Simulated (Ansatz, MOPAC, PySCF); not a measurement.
System: H₃S (cation, charge +1), singlet: umbrella (inversion) coordinate, bond length relaxed. Scanned: angle between the S-H bonds and the threefold axis (90 = planar). Other coordinates (S-H bond length) were minimised at PBE0/def2-TZVP.

Levels: PM3, restricted, heats of formation (MOPAC); RHF/aug-cc-pVQZ (Ansatz, a quantum-chemistry and plane-wave program); RKS-B3LYP/3-21G = restricted B3LYP/3-21G in PySCF 2.14.0.

Energies in kcal/mol, each method relative to its own lowest point.

| a / ° | PM3 | RHF/aug-cc-pVQZ | RKS-B3LYP/3-21G |
|---|---|---|---|
| 90 | 23.6 | 31.6 | [?] |
| 93.90 | 22.6 | 30.2 | 19.9 |
| 96.90 | 20.5 | 27.5 | [?] |
| 99.90 | 17.5 | 23.6 | 16.0 |
| 102.90 | 13.8 | [?] | 13.2 |
| 105.90 | 10.0 | 14.3 | 10.0 |
| 108.90 | 6.5 | 9.7 | 6.8 |
| 111.90 | 3.5 | 5.6 | 3.9 |
| 114.90 | 1.3 | 2.5 | [?] |
| 117.90 | 0.1 | 0.6 | 0.2 |
| 120.90 | 0.0 | 0.0 | 0.0 |
| 123.90 | 1.0 | 1.0 | 1.2 |
| 126.90 | 3.2 | 3.6 | 4.2 |
| 129.90 | 6.8 | 8.0 | 9.2 |
| 132 | [?] | 12.1 | 13.9 |

Fill in the missing entries.


- 90, RKS-B3LYP/3-21G: 20.6
- 96.90, RKS-B3LYP/3-21G: 18.3
- 102.90, RHF/aug-cc-pVQZ: 19.1
- 114.90, RKS-B3LYP/3-21G: 1.6
- 132, PM3: 10.3
